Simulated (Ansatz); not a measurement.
Species: CH₄NO (charge +1, singlet). It need not be the lowest isomer of its formula. SMILES: NC=[OH+]
Structure (B3LYP-D3(BJ)/def2-TZVP (Ansatz, an electronic-structure program) minimum search):
```xyz
7

N     -1.0990     0.2421     0.0493
C      0.1829     0.3869    -0.0655
O      1.0650    -0.5432    -0.0064
H     -1.5501    -0.6536     0.2031
H     -1.7032     1.0534    -0.0146
H      0.5909     1.3796    -0.2292
H      0.7372    -1.4496     0.1397
```
Charge +1, spin multiplicity 1.

Question: Give the harmonic wavenumbers at B3LYP-D3(BJ)/def2-TZVP (Ansatz, finite differences of forces, unscaled).

Answer: 564, 595, 702, 739, 1068, 1091, 1171, 1398, 1438, 1627, 1742, 3200, 3502, 3605, 3673 cm⁻¹. Zero-point energy 37.3 kcal/mol.

Question: From these and the geometry, give the ideal-gas thermochemistry at 298.15 K and 1 atm (rigid rotor, harmonic oscillator).

Answer: Point group Cs, rotational symmetry number 1. Rotational constants 63.31, 10.8, 9.229 GHz. S(trans) 37.41, S(rot) 21.46, S(vib) 1.77, S(elec, spin only) 0.00, S 60.6 cal/(mol K). H(298) - H(0) 2.77 kcal/mol; G - E(el) 22.0 kcal/mol.
